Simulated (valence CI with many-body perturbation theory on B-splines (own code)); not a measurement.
**Hf XXXIV: E2, M1 decay**

Calculated by configuration interaction combined with many-body perturbation theory (CI+MBPT): three valence electrons over a frozen Dirac-Fock core [Kr], radial functions for each j: 7 s, 7 p, 8 d, 6 f, 4 g, 1 h, with the one-electron correlation potential Σ1, the two-electron term Σ2, the three-electron term Σ3, Breit, model QED; selected CI, second order for the rest, scaled by the run's own slope (own B-spline code, finite nucleus).

No measured spectrum was set against this ion. As an estimate, large intervals hold to a few tenths of a per cent, small ones and those within an open d or f shell to about a per cent. The list stops below the first excitations out of the core.

Lines 1 to 50 of 57 in falling wavelength, among levels below 960560 cm⁻¹, chosen from the decays that carry over 1 % of a level's rate. Wavelengths and rates use the calculated energies. Electric multipoles are in the length gauge, E1 and E2 with the static RPA response of the core. Weak lines are less certain than strong ones. Lines between different terms over intervals too small for the method are left out, as are lines whose strength nearly cancels. The highest levels of a list are the least certain.

Levels are named by their leading jj configuration (3d3/2^4 stands for four electrons in 3d with j = 3/2), which in mixed levels can hold well under half, so a name can repeat and another be missing. Letters in brackets count levels of one name in rising energy.

| λ vac (Å) | Upper | Lower | Type | A (s⁻¹) | Branch % |
| --- | --- | --- | --- | --- | --- |
| 28580 | (4d3/2^2 4d5/2) J=9/2 | (4d3/2^2 4d5/2) J=7/2 | M1 | 3.44e-01 | 99.9 |
| 3461 | (4d3/2^2 4d5/2) J=7/2 | (4d3/2^2 4d5/2) J=5/2 [a] | M1 | 3.87e+02 | 98.3 |
| 2819 | (4d3/2 4d5/2^2) J=5/2 [b] | (4d3/2 4d5/2^2) J=3/2 [a] | M1 | 3.22e+02 | 1.4 |
| 1592 | (4d3/2 4d5/2^2) J=3/2 [a] | (4d3/2^2 4d5/2) J=5/2 [b] | M1 | 7.41e+02 | 1.0 |
| 1554 | (4d3/2^2 4d5/2) J=5/2 [b] | (4d3/2^2 4d5/2) J=7/2 | M1 | 2.56e+02 | 4.4 |
| 1522 | (4d5/2^3) J=3/2 | (4d3/2 4d5/2^2) J=3/2 [b] | M1 | 1.26e+03 | 1.7 |
| 1490 | (4d3/2 4d5/2^2) J=7/2 [b] | (4d3/2 4d5/2^2) J=7/2 [a] | M1 | 6.58e+02 | 3.5 |
| 1351 | (4d3/2^2 4d5/2) J=5/2 [b] | (4d3/2^2 4d5/2) J=3/2 | M1 | 1.86e+03 | 32.2 |
| 1265 | (4d3/2 4d5/2^2) J=5/2 [a] | (4d3/2^2 4d5/2) J=5/2 [b] | M1 | 4.78e+03 | 14.0 |
| 1205 | (4d3/2 4d5/2^2) J=3/2 [b] | (4d3/2 4d5/2^2) J=1/2 | M1 | 1.95e+03 | 4.1 |
| 1095 | (4d3/2 4d5/2^2) J=3/2 [b] | (4d3/2 4d5/2^2) J=3/2 [a] | M1 | 3.20e+03 | 6.7 |
| 1072 | (4d3/2^2 4d5/2) J=5/2 [b] | (4d3/2^2 4d5/2) J=5/2 [a] | M1 | 4.61e+02 | 8.0 |
| 1052 | (4d5/2^3) J=5/2 | (4d3/2 4d5/2^2) J=3/2 [b] | M1 | 3.37e+03 | 3.2 |
| 1017 | (4d3/2 4d5/2^2) J=5/2 [b] | (4d3/2^2 4d5/2) J=5/2 [b] | M1 | 8.69e+03 | 37.3 |
| 1011 | (4d5/2^3) J=9/2 | (4d3/2 4d5/2^2) J=11/2 | M1 | 2.18e+03 | 3.1 |
| 986.5 | (4d3/2 4d5/2^2) J=7/2 [a] | (4d3/2^2 4d5/2) J=7/2 | M1 | 1.04e+04 | 18.4 |
| 982.8 | (4d3/2^2 4d5/2) J=5/2 [a] | (4d3/2^3) J=3/2 | M1 | 2.78e+04 | 100.0 |
| 960.3 | (4d3/2 4d5/2^2) J=7/2 [b] | (4d3/2^2 4d5/2) J=5/2 [b] | M1 | 1.84e+03 | 9.7 |
| 907.3 | (4d3/2 4d5/2^2) J=9/2 | (4d3/2^2 4d5/2) J=9/2 | M1 | 1.99e+04 | 61.6 |
| 879.3 | (4d3/2 4d5/2^2) J=9/2 | (4d3/2^2 4d5/2) J=7/2 | M1 | 1.24e+04 | 38.4 |
| 826.8 | (4d3/2^2 4d5/2) J=3/2 | (4d3/2^3) J=3/2 | M1 | 2.32e+04 | 99.6 |
| 822.6 | (4d5/2^3) J=3/2 | (4d3/2 4d5/2^2) J=5/2 [b] | M1 | 2.10e+03 | 2.8 |
| 819.4 | (4d3/2 4d5/2^2) J=3/2 [a] | (4d3/2^2 4d5/2) J=1/2 | M1 | 7.38e+03 | 10.1 |
| 780.2 | (4d5/2^3) J=9/2 | (4d3/2 4d5/2^2) J=9/2 | M1 | 2.85e+04 | 40.0 |
| 767.7 | (4d3/2 4d5/2^2) J=7/2 [a] | (4d3/2^2 4d5/2) J=5/2 [a] | M1 | 4.62e+04 | 81.6 |
| 766.9 | (4d3/2 4d5/2^2) J=1/2 | (4d3/2^2 4d5/2) J=1/2 | M1 | 4.28e+04 | 94.0 |
| 765.4 | (4d3/2^2 4d5/2) J=7/2 | (4d3/2^3) J=3/2 | E2 | 6.85e+00 | 1.7 |
| 736.5 | (4d3/2^2 4d5/2) J=1/2 | (4d3/2^3) J=3/2 | M1 | 8.67e+03 | 98.8 |
| 730.7 | (4d3/2 4d5/2^2) J=3/2 [a] | (4d3/2^2 4d5/2) J=3/2 | M1 | 4.33e+04 | 59.1 |
| 717.0 | (4d3/2 4d5/2^2) J=11/2 | (4d3/2^2 4d5/2) J=9/2 | M1 | 1.40e+04 | 99.0 |
| 711.6 | (4d5/2^3) J=9/2 | (4d3/2 4d5/2^2) J=7/2 [a] | M1 | 4.00e+04 | 56.1 |
| 710.2 | (4d5/2^3) J=3/2 | (4d3/2 4d5/2^2) J=5/2 [a] | M1 | 2.64e+04 | 35.1 |
| 697.3 | (4d3/2 4d5/2^2) J=5/2 [a] | (4d3/2^2 4d5/2) J=7/2 | M1 | 1.92e+03 | 5.6 |
| 689.3 | (4d5/2^3) J=5/2 | (4d3/2 4d5/2^2) J=7/2 [b] | M1 | 1.04e+04 | 9.8 |
| 688.6 | (4d3/2 4d5/2^2) J=1/2 | (4d3/2^2 4d5/2) J=3/2 | M1 | 2.28e+03 | 5.0 |
| 672.6 | (4d5/2^3) J=3/2 | (4d3/2 4d5/2^2) J=1/2 | M1 | 1.65e+04 | 21.9 |
| 662.6 | (4d5/2^3) J=5/2 | (4d3/2 4d5/2^2) J=5/2 [b] | M1 | 1.74e+04 | 16.5 |
| 653.1 | (4d3/2 4d5/2^2) J=5/2 [a] | (4d3/2^2 4d5/2) J=3/2 | M1 | 2.30e+04 | 67.4 |
| 648.7 | (4d3/2 4d5/2^2) J=3/2 [b] | (4d3/2^2 4d5/2) J=5/2 [b] | M1 | 2.53e+04 | 52.5 |
| 640.8 | (4d3/2 4d5/2^2) J=3/2 [a] | (4d3/2^2 4d5/2) J=5/2 [a] | M1 | 2.08e+04 | 28.4 |
| 636.7 | (4d5/2^3) J=3/2 | (4d3/2 4d5/2^2) J=3/2 [a] | M1 | 2.73e+04 | 36.2 |
| 614.9 | (4d3/2 4d5/2^2) J=5/2 [b] | (4d3/2^2 4d5/2) J=7/2 | M1 | 1.25e+04 | 53.8 |
| 606.1 | (4d3/2 4d5/2^2) J=7/2 [b] | (4d3/2^2 4d5/2) J=9/2 | M1 | 7.18e+03 | 38.0 |
| 593.5 | (4d3/2 4d5/2^2) J=7/2 [b] | (4d3/2^2 4d5/2) J=7/2 | M1 | 7.33e+03 | 38.8 |
| 587.7 | (4d5/2^3) J=5/2 | (4d3/2 4d5/2^2) J=5/2 [a] | M1 | 2.48e+04 | 23.4 |
| 580.4 | (4d3/2 4d5/2^2) J=5/2 [a] | (4d3/2^2 4d5/2) J=5/2 [a] | M1 | 3.48e+03 | 10.2 |
| 536.5 | (4d5/2^3) J=5/2 | (4d3/2 4d5/2^2) J=3/2 [a] | M1 | 3.02e+04 | 28.5 |
| 522.1 | (4d3/2 4d5/2^2) J=5/2 [b] | (4d3/2^2 4d5/2) J=5/2 [a] | M1 | 1.43e+03 | 6.1 |
| 512.8 | (4d3/2^2 4d5/2) J=5/2 [b] | (4d3/2^3) J=3/2 | M1 | 3.17e+03 | 54.9 |
| 506.6 | (4d3/2 4d5/2^2) J=7/2 [b] | (4d3/2^2 4d5/2) J=5/2 [a] | M1 | 1.66e+03 | 8.8 |
